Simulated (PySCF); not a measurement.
A calculated (B3LYP, PySCF 2.14, def2-SVP, the non-relativistic Hamiltonian (point nucleus)) atom or ion has these occupied shells.

| shell | electrons | orbital energy (eV) | rms radius, mean of both spins (bohr) |
| --- | --- | --- | --- |
| 1s α | 1 | -5874.3 | 0.0743 |
| 1s β | 1 | -5874.3 | 0.0743 |
| 2s α | 1 | -676.41 | 0.321 |
| 2s β | 1 | -674.65 | 0.321 |
| 2p α | 3 | -575.61 | 0.289 |
| 2p β | 3 | -574.14 | 0.289 |
| 3s α | 1 | -84.694 | 0.982 |
| 3s β | 1 | -79.471 | 0.982 |
| 3p α | 3 | -56.379 | 1.06 |
| 3p β | 3 | -50.817 | 1.06 |
| 3d α | 5 | -12.197 | 1.54 |

Q: Name the element and its charge.

A: Cr+ (chromium, charge +1), in [Ar] 3d5, high-spin 6S determinant.
